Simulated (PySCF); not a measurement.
Stepwise substitution at one centre (In CH3-OH). Isolated molecules, 0 K electronic values unless said otherwise. One relaxed conformer stands for each flexible species; it need not be the lowest. Strings in code marks are SMILES.

Method: PBE-D3(BJ)/def2-TZVP // B3LYP-D3(BJ)/def2-TZVP run with PySCF. Excitations are Tamm–Dancoff values on a coarser integration grid. The basis has no diffuse functions, so Rydberg states are missing or too high.

| species | S1–T1 gap (TDA) (eV) | HOMO–LUMO gap (eV) | T1 excitation (TDA) (eV) | S1 oscillator strength |
|---|---|---|---|---|
| 0 of 3 CH3 replaced by OH (`[In]([CH3])([CH3])[CH3]`) | 0.22 | 4.22 | 4.08 | 0.000 |
| 1 of 3 CH3 replaced by OH (`[CH3][In]([CH3])[OH]` (C–In–O–H torsion 0°)) | ___ | ___ | 4.46 | 0.001 |
| 2 of 3 CH3 replaced by OH (`[In]([OH])([OH])[CH3]` (O–In–O–H torsion 180°, O–In–O–H torsion -180°)) | 0.27 | 4.42 | 4.26 | 0.000 |
| 3 of 3 CH3 replaced by OH | 0.33 | 4.04 | ___ | ___ |

Q: What belongs in the gaps?

A: 
- 1 of 3 CH3 replaced by OH (`[CH3][In]([CH3])[OH]` (C–In–O–H torsion 0°)), S1–T1 gap (TDA) (eV): 0.34
- 1 of 3 CH3 replaced by OH (`[CH3][In]([CH3])[OH]` (C–In–O–H torsion 0°)), HOMO–LUMO gap (eV): 4.73
- 3 of 3 CH3 replaced by OH, T1 excitation (TDA) (eV): 3.84
- 3 of 3 CH3 replaced by OH, S1 oscillator strength: 0.000
